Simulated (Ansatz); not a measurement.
Stepwise reaction of `CCB(CC)CC` with water, as a gas-phase model of exchange steps in deposition or etching. ΔE in kJ/mol.

Computed with Ansatz on PBE0-D4/def2-TZVP structures; ΔE is electronic, products minus reactants. CCSD(T)/CBS adds triple-zeta CCSD(T) − MP2 to the extrapolated MP2 energy (def2 sets, frozen cores). This one scheme is used for every species. Functionals use def2-TZVPP. B3LYP here is the variant with VWN-RPA as its local correlation; programs differ in this. Each species was taken in one conformer, which may not be the lowest.

| step | reaction | PBE-D4 | B3LYP-D4 | ωB97M-V | CCSD(T)/CBS |
| --- | --- | --- | --- | --- | --- |
| 1 | `CCB(CC)CC` + H₂O → `CCB(O)CC` + `CC` | -141.9 | -147.4 | -145.1 | -138.3 |
| 2 | `CCB(O)CC` + H₂O → `CCB(O)O` + `CC` | -138.9 | -145.7 | -144.2 | -138.0 |
| 3 | `CCB(O)O` + H₂O → `OB(O)O` + `CC` | -118.4 | -128.4 | -124.7 | -120.3 |

Task: By hand: ΔE of the 3 steps together at CCSD(T)/CBS.

Result: (-138.3) + (-138.0) + (-120.3) = -396.6 kJ/mol, or -132.2 kJ/mol a step.

In ΔE step 1 is the lowest and step 3 the highest. All are downhill at CCSD(T)/CBS. PBE-D4 differs from CCSD(T)/CBS by -3.6 to 1.9 kJ/mol a step. Isolated molecules leave out the surface, adducts and barriers. Largest T1 diagnostic: 0.012.
